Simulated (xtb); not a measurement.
BFH, SMILES [BH]F (connectivity only; charge and spin as stated), charge +1, multiplicity 1. All values are semi-empirical tight-binding results from xtb (GFN2-xTB unless named), good for trends rather than for accurate numbers. The structure is a stationary point at GFN2-xTB. The spin state was assumed, not searched. The isomer is the one that the SMILES or the coordinates give; other isomers of the formula were not compared.

Q: Estimate the properties. (Estimate from the structure and the level; the computed values follow.)

A: 
```yaml
point_group_as_xtb_finds_it: C∞v
orbital_gap: 5.87 eV
zero_point_energy: 8.0 kcal/mol
G − E(el) at 298.15 K (modified RRHO): -4.4 kcal/mol
static polarisability (D4 model): 16.3 bohr³
solvation energy, GFN2-xTB/ALPB(water): -70.5 kcal/mol
solvation energy, GFN2-xTB/ALPB(toluene): -56.0 kcal/mol
```

Q: Give the IR lines (harmonic; lines under 4 % of the strongest left out, lines within 3 cm⁻¹ merged). (An estimate is asked for; the answer gives what the named calculation found.)

A: ν (cm⁻¹): 612 (w), 1755 (vs), 2616 (m) (against the strongest line: vs over 80 %, s over 45 %, m over 15 %, w over 4 %, vw less)
